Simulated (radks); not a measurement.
Charge is removed step by step from the 5d down level of neutral lead, starting from [Xe] 4f14 5d(up 5, down 5) 6s2 6p2. All-electron calculation, scalar-relativistic Kohn-Sham, BLYP, spin-polarised, spherical densities, point nucleus; open shells are filled with parallel spins first (spin-orbit coupling, left out, can overturn this in heavy ions). Program: a radial shooting solver on a logarithmic mesh with Libxc functionals. At the starting occupation the eigenvalue is -20.720 eV. Estimate the energy to remove one whole electron from this level, the eigenvalue at the end, and how far E(n) bends from a straight line.

Answer. Delta-SCF 26.516 eV; final eigenvalue -32.647 eV; the deviation from the straight line is -1.493 eV at 0.5 electron removed, the largest on the grid computed. Slater's transition state (half an electron removed) gives 26.445 eV. Integrating minus the eigenvalue over the occupation (Janak's theorem) gives 26.524 eV. In this scalar-relativistic scheme the density is built from large components alone, so the theorem holds only approximately. The mean slope of the eigenvalue, de/dn, is 11.9 eV per electron.
